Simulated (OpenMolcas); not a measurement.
**Ar⁴⁺: effect of the active space**

```json
{
 "Program": "OpenMolcas",
 "Method": "MS-CASPT2 or its RAS form, IPEA 0.25 Eh, imaginary shift 0.1 Eh",
 "Basis": "ANO-R2",
 "Scalar Hamiltonian": "X2C, finite nucleus",
 "Spin-orbit coupling": "RASSI with atomic mean-field integrals over the reference wave functions, term energies averaged over their components"
}
```

A. 4 electrons in 4 orbitals (3s 3p); 2S+1 = 3 even, 6 roots; 2S+1 = 1 even, 11 roots; 2S+1 = 5 odd, 1 root; 2S+1 = 3 odd, 9 roots; 2S+1 = 1 odd, 8 roots; closed shells correlated: 2s 2p; CASPT2 step of the order of 4 core-seconds
B. 4 electrons in 8 orbitals (3s 3p 4s 4p); 2S+1 = 3 even, 6 roots; 2S+1 = 1 even, 11 roots; 2S+1 = 5 odd, 1 root; 2S+1 = 3 odd, 9 roots; 2S+1 = 1 odd, 8 roots; closed shells correlated: 2s 2p; CASPT2 step about 17 core-seconds
C. 4 electrons in 9 orbitals (RAS2 3s 3p; RAS3 3d, at most 2 electrons); 2S+1 = 3 even, 6 roots; 2S+1 = 1 even, 12 roots; 2S+1 = 5 odd, 1 root; 2S+1 = 3 odd, 9 roots; 2S+1 = 1 odd, 8 roots; closed shells correlated: 2s 2p; CASPT2 step about 29 core-seconds

Energies in cm-1 above 3s2 3p2 3P0, the measured ground level; measured values from Saloman, J. Phys. Chem. Ref. Data 39, 033101 (2010).

| Level | A | B | C | Measured |
| --- | --- | --- | --- | --- |
| 3s2 3p2 3P0 | 0.0 | 0.0 | 0.0 | 0.0 |
| 3s2 3p2 3P1 | 706 | 702 | 686 | 763 |
| 3s2 3p2 3P2 | 1891 | 1889 | 1851 | 2029 |
| 3s2 3p2 1D2 | 15990 | 16450 | 16610 | 16299 |
| 3s2 3p2 1S0 | 36950 | 37600 | 38660 | 37912 |
| 3s 3p3 5S* 2 | 81970 | 82540 | 84110 |  |
| 3s 3p3 3D* 2 | 118900 | 118890 | 121240 | 121675 |
| 3s 3p3 3D* 1 | 118910 | 118850 | 121210 | 121629 |
| 3s 3p3 3D* 3 | 118950 | 118990 | 121350 | 121803 |
| 3s 3p3 3P* 0 | 142770 | 142860 | 141720 |  |
| 3s 3p3 3P* 1 | 142790 | 142910 | 141720 |  |
| 3s 3p3 3P* 2 | 142820 | 143000 | 141680 |  |
| 3s 3p3 1D* 2 | 174480 | 173230 | 155480 | 154211 |

Deviations, from unrounded energies. A percentage is the sum of absolute deviations over the sum of measured energies, with the sign that they share, or ± where signs differ.

| Against measurement | Levels | A | B | C |
| --- | --- | --- | --- | --- |
| mean absolute deviation (cm-1) | 8 | 3800 | 3500 | 490 |
| fine structure of the ground term (%) | 2 | -7.0 | -7.2 | -9.1 |
| other terms of the ground configuration (%) | 2 | -2.3 | ±0.9 | +2.0 |
| other configurations (%) | 4 | ±5.5 | ±5.3 | ±0.5 |

C lies closest to measurement on these levels and A furthest from it. The largest miss of C in the table is 3s 3p3 1D* 2, by +1300 cm-1. The ranking rests on the paired levels alone, and a cruder setting can come out closer through cancelling errors.

Among A to C the level of the table that moves most is 3s 3p3 1D* 2, by 19000 cm-1 (lowest in C, highest in A). Moves below CASPT2's spread within the term are not significant.

CASPT2 does not keep the components of a term degenerate, so their means are used; among the terms shown or strongly mixed into the levels shown the widest spread is 1600 cm-1 (3s 3p3 1D*, A). Over all roots computed the reference weight is 0.86 to 0.99 in A, 0.84 to 0.98 in B; the roots of lowest weight are the least certain, and an intruder state may touch them. Terms of s pⁿ other than that of highest spin mix with s² pⁿ⁻² d, which this space lacks; all of them can be thousands of cm-1 off, and some have no real level of that name (holds for A; B). Active for correlation alone: 4p 4s; no level in the range computed is led by a configuration that fills them, so any true level of that kind is missing (holds for B). Configurations are named by rounded mean occupations; where the s occupation lies near a half they are strongly mixed, a name can repeat and a true partner stay unpaired (holds for C). Some terms take much of their weight from 3d, a shell meant for correlation, so their names are nominal (holds for C). Some terms mix strongly with configurations of 3d, whose occupation reaches 0.51 (3s 3p3 3D*, 3s 3p3 3P*, 3s 3p3 1D*) (holds for C). Measured partners are found by configuration, term and J. A level has none where our copy of the source lacks it or the pairing is in doubt (some pairs that miss far off the trend of their configuration count as doubtful), and it then counts in no deviation. Levels of configurations outside the active space are missing. The table leaves out levels that lie high or whose names do not pair safely across all columns.

* marks odd parity.
